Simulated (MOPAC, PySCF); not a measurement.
H$_{3}$GaS$_{2}$, SMILES `[SH][GaH][SH]` (H–S–Ga–S torsion 0°, S–Ga–S–H torsion 180°), neutral singlet in the gas phase. 

Z-matrix (Å, degrees):
```
Ga
H 1 1.5542
S 1 2.1947 2 120.62
H 3 1.3435 1 94.53 2 -180.00
S 1 2.1982 2 123.00 3 -180.00
H 5 1.3433 1 94.02 2 0.00
```
Charge 0, spin multiplicity 1.

All levels are single points at this geometry (PBE0-D4/def2-TZVP); Pople sets use spherical d functions. Orbital energies aren't observables, and empty levels follow the basis.

AM1 in MOPAC gives dipole (D) = 1.89.

Task: Estimate the dipole (D) from each of these levels: PBE0-D4/def2-TZVP in PySCF; B3LYP/3-21G in PySCF; BP86/6-31G* in PySCF; PBE/6-31G* in PySCF; PM6 in MOPAC.

Result: 
```csv
level,dipole (D)
PBE0-D4/def2-TZVP in PySCF,1.13
B3LYP/3-21G in PySCF,1.79
BP86/6-31G* in PySCF,1.22
PBE/6-31G* in PySCF,1.24
PM6 in MOPAC,1.23
```
